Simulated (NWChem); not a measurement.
A calculation on F₂Mg

```xyz
3

Mg     0.0000     0.0000     0.0000
F      0.0000     0.0000     1.7682
F      0.0000     0.0000    -1.7682
```
Charge 0, spin multiplicity 1.

All runs are NWChem calculations. Structure: optimised with PBE/def2-SVP, a minimum by its harmonic frequencies.

Symmetry labels belong to the abelian group D2h used in the runs, with the axes of the coordinates shown; states degenerate in a higher group split over its labels.

The structure started from a generated list of species.

**Question.** List the lowest 4 singlet excitations that CIS/def2-SVPD gives, with oscillator strengths.

**Answer.** 
| state | symmetry | energy (eV) | wavelength (nm) | f |
|---|---|---|---|---|
| 1 | b3g | 9.48 | 131 | 0.000 |
| 2 | b2g | 9.48 | 131 | 0.000 |
| 3 | b3u | 9.64 | 129 | 0.121 |
| 4 | b2u | 9.64 | 129 | 0.121 |
